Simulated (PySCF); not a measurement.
BrH3MgOSi.

```xyz
7

Mg     0.0000     0.0000    -0.1073
Br     0.0000     0.0000     2.2361
O      0.0000     0.0000    -1.8982
Si     0.0000     0.0000    -3.5392
H      1.2099    -0.6985    -4.0809
H      0.0000     1.3970    -4.0809
H     -1.2099    -0.6985    -4.0809
```
Charge 0, spin multiplicity 1.

Coordinates come from a r2SCAN-D4/def2-SVP optimisation. The structure was generated by enumeration; whether it is a known compound was not checked. One conformer was computed; it need not be the lowest.

Level of theory: PySCF with PBE/pcSseg-1. Non-relativistic, no solvent.

Computed absolute GIAO shielding of each atom: isotropic value and principal components (ppm):
| atom | σ(iso) | σ11 | σ22 | σ33 | span |
|---|---|---|---|---|---|
| Mg1 | 505.2 | 402.2 | 402.2 | 711.3 | 309.2 |
| Br2 | 3047.1 | 3007.1 | 3007.1 | 3127.1 | 120.0 |
| O3 | 342.3 | 315.6 | 355.6 | 355.6 | 40.0 |
| Si4 | 377.1 | 324.2 | 324.2 | 482.8 | 158.5 |
| H5 | 25.8 | 22.5 | 23.9 | 30.9 | 8.4 |
| H6 | 25.8 | 22.5 | 23.9 | 30.9 | 8.4 |
| H7 | 25.8 | 22.5 | 23.9 | 30.9 | 8.4 |
